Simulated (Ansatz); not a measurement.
The multiplicity is imposed and other spin states were not computed.

Level of theory: r2SCAN-D4/def2-SVP (Ansatz, a program for electronic structure). No frequencies were computed at this level.

Ansatz 0.2 input:
```yaml
crystal:
  periodic: [false, false, false]
  atoms:
    - { symbol: Zn, position_ang: [0.0, -0.000001, 0.000002] }
    - { symbol: Cl, position_ang: [2.066746, 0.288609, 0.491149] }
    - { symbol: Cl, position_ang: [-2.066744, -0.288606, -0.491156] }
basis:
  gaussian: { orbitals: def2-svp }
hamiltonian:
  xc: r2scan
  dispersion: d4
relax:
  max_steps: 150
```

Output:

```
Functional definition: r2SCAN
748 factors; their error is unknown
mean field evaluation 1: about -73448.7734 eV, gradient 3.8e1 eV
mean field evaluation 2: about -73443.6101 eV, gradient 6.5e1 eV
mean field evaluation 4: about -73451.3057 eV, gradient 1.1e0 eV
mean field evaluation 8: about -73451.2562 eV, gradient 8.5e-3 eV
mean field -73451.25616839 eV, -2699.2838771386 hartree, gradient 2.5e-6 eV, S^2 0.000000; 0 other end points of the search recorded, 0 dependent functions left out
reference -73451.25618332 eV, -2699.2838776874 hartree; 32, 32 occupied and 35, 35 virtual orbitals, 748 factors
relax step   1: F+E_penalty+E_count = -73451.27024862 eV  Δ(F+E_penalty+E_count) = +0.000e0 eV  max|allowed force component| = 7.849e-1 eV/Å  Δτ_max = 0.0000 Å  (26 SCF iters, accepted)
these checks for a lower state are left out or cut short: starts, cluster_reference, orbital_swaps, neighbouring_geometries, increment
748 factors; their error is unknown
mean field evaluation 16: about -73451.3520 eV, gradient 8.6e-3 eV
mean field -73451.29991793 eV, -2699.2854849048 hartree, gradient 2.4e-5 eV, S^2 0.000000; 0 other end points of the search recorded, 0 dependent functions left out
reference -73451.29993322 eV, -2699.2854854666 hartree; 32, 32 occupied and 35, 35 virtual orbitals, 748 factors
relax step   2: F+E_penalty+E_count = -73451.31418473 eV  Δ(F+E_penalty+E_count) = -4.394e-2 eV  max|allowed force component| = 2.039e-1 eV/Å  Δτ_max = 0.0420 Å  (28 SCF iters, accepted)
these checks for a lower state are left out or cut short: starts, cluster_reference, orbital_swaps, neighbouring_geometries, increment
748 factors; their error is unknown
mean field -73451.30260189 eV, -2699.2855835385 hartree, gradient 2.5e-5 eV, S^2 0.000000; 0 other end points of the search recorded, 0 dependent functions left out
reference -73451.30261728 eV, -2699.2855841039 hartree; 32, 32 occupied and 35, 35 virtual orbitals, 748 factors
relax step   3: F+E_penalty+E_count = -73451.31693216 eV  Δ(F+E_penalty+E_count) = -2.747e-3 eV  max|allowed force component| = 2.489e-2 eV/Å  Δτ_max = 0.0146 Å  (28 SCF iters, accepted)
these checks for a lower state are left out or cut short: starts, cluster_reference, orbital_swaps, neighbouring_geometries, increment
748 factors; their error is unknown
mean field evaluation 32: about -73451.3026 eV, gradient 1.1e-1 eV
mean field -73451.30264694 eV, -2699.2855851941 hartree, gradient 2.2e-5 eV, S^2 0.000000; 0 other end points of the search recorded, 0 dependent functions left out
reference -73451.30266232 eV, -2699.2855857590 hartree; 32, 32 occupied and 35, 35 virtual orbitals, 748 factors
relax step   4: F+E_penalty+E_count = -73451.31696857 eV  Δ(F+E_penalty+E_count) = -3.641e-5 eV  max|allowed force component| = 7.273e-3 eV/Å  Δτ_max = 0.0020 Å  (23 SCF iters, accepted)
748 factors; their error is unknown
mean field -73451.30264694 eV, -2699.2855851941 hartree, gradient 2.2e-5 eV, S^2 0.000000; 1 other end points of the search recorded, 0 dependent functions left out
reference -73451.30266232 eV, -2699.2855857590 hartree; 32, 32 occupied and 35, 35 virtual orbitals, 748 factors
Total energy: -73451.31698394 eV, -2699.2861120690 hartree
Atom 0 at     0.000001     0.000000    -0.000001 Å, force     0.000000     0.000000    -0.000001 eV/Å
Atom 1 at     2.014075     0.281253     0.478634 Å, force    -0.007273    -0.001016    -0.001728 eV/Å
Atom 2 at    -2.014073    -0.281252    -0.478637 Å, force     0.007273     0.001015     0.001729 eV/Å
Dipole moment:    -0.000000    -0.000000     0.000001 e Å
```

Cost: roughly 14 core-seconds.
